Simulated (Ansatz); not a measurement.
`C[N](C)[GeH]` + ethane → `C[CH2][GeH]` + dimethylamine at 700 K and 1 bar (formal exchange of groups at a Ge–N bond).

Gas-phase electronic energies from Ansatz, PBE0-D4/def2-TZVP geometries. CBS: MP2 limit from def2 TZ/QZ plus the TZ coupled-cluster correction, frozen cores. This one scheme is used for every species. For Ge outer-core shells are correlated without core-valence functions, which leaves a few kJ/mol of doubt a bond. Scalar relativity is left out up to krypton.

```
       species  CCSD(T)/CBS energy (Eh)  H − E (kJ/mol)  S (J/(mol·K))
`C[N](C)[GeH]`              -2211.10778           303.0          423.6
          `CC`                -79.71954           238.1          289.3
 `C[CH2][GeH]`              -2155.77935           243.1          393.2
         `CNC`               -135.00321           296.9          352.4
```

H − E and S are ideal-gas, rigid-rotor, harmonic terms from PBE0-D4/def2-TZVP, for one conformer and one mirror image of each species. 1 Eh = 2625.50 kJ/mol, R = 8.31446 J/(mol·K).

Question: By hand: ΔE, ΔH, ΔS and ΔG.

Answer: ΔE = (-2155.77935) + (-135.00321) − (-2211.10778) − (-79.71954) = 0.04476 Eh = 117.5 kJ/mol. Δ(H − E) = 243.1 + 296.9 − 303.0 − 238.1 = -1.1, so ΔH = 116.4 kJ/mol. ΔS = 393.2 + 352.4 − 423.6 − 289.3 = 32.7 J/(mol·K). ΔG = 116.4 − 700 × (32.7)/1000 = 93.5 kJ/mol.

Question: By hand: the equilibrium constant, and the temperature at which ΔG would vanish if ΔH and ΔS stayed fixed.

Answer: log₁₀ K = −ΔG/(RT ln 10) = -7.0. ΔG = 0 at ΔH/ΔS = 3560 K, far beyond where these terms or the molecules hold.

ΔH outweighs TΔS. A doubt of 5 kJ/mol in ΔE shifts log₁₀ K by 0.4 here. Other conformers and mirror images would add mixing entropy, several J/(mol·K) or more a flexible species. These are equilibria of isolated gas molecules and say nothing of rates. Largest T1 diagnostic: 0.016 (customary marks: 0.02 for closed shells, 0.045 for open ones).
